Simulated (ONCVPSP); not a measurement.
**V: one change to an ONCV potential, before and after**

ONCVPSP 4.0.1 input, shortened (lines: element, Z, core and valence counts, functional; n l f; lmax; l rc ep ncon nbas qcut; lloc lpopt rc5 dvloc0; l nproj debl; icmod fcfact rcfact), PBE, scalar-relativistic:

```
  V 23.00    3    5        4      upf
    1    0    2.00
    2    0    2.00
    2    1    6.00
    3    0    2.00
    3    1    6.00
    3    2    3.00
    4    0    1.75
    4    1    0.25
    2
    0    1.85    0.00    5    9    5.40
    1    2.10    0.00    4    7    7.00
    2    1.75    0.00    4    8   10.20
    4    5    1.70    3.00
    0    2    3.50
    1    2    2.90
    2    2    0.60
    3    3.25    1.15
```

Change: all radii but the core radius scaled by about 1.18 (s 2.18, p 2.48, d 2.06 bohr); local potential polynomial inside 2.02 bohr (lpopt 5, dvloc0 3 Ha).

Cutoffs: the cutoffs (Ha) at which the residual kinetic energy of the hardest occupied pseudo-wave falls to 1 and 0.1 mHa per electron; they do not see the model core or the augmentation charge, which bear on the density cutoff. Errors are all-electron minus pseudo energies relative to the spin-unpolarised reference configuration.

Question: What does the change do?

Answer: The potential gets softer (35 Ha and 40 Ha → 30 Ha and 34 Ha); of the 3 tests that both files solve, the error grows in 2 and shrinks in 0 by more than 15 % and 0.3 meV (median size 0.5 → 1.1 meV); neither file shows a bound ghost. A larger radius leaves more room for a smooth pseudo-wave, so fewer plane waves are needed.

```csv
quantity,base,changed
"cutoff, loose",35 Ha,30 Ha
"cutoff, tight",40 Ha,34 Ha
loose cutoff by channel,"s 8.5 Ha, p 17 Ha, d 35 Ha","s 9.3 Ha, p 15 Ha, d 30 Ha"
bound ghosts,none,none
GHOST(+) flags under 300 eV,none,none
tests with a reliable result,3 of 4,3 of 4
"error for 3s2 3p6 3d3 4s2 4p0, meV [ΔE -0.82 eV]",0.0,0.0
"error for 3s2 3p6 3d3 4s1 4p0, meV [ΔE 6.92 eV]",-0.5,-1.1
"error for 3s2 3p6 3d3 4s0 4p0, meV [ΔE 21.21 eV]",-3.7,-12
"rms error of d²Exc/dni dnj with the model core, mHa",0.93,1.36
```
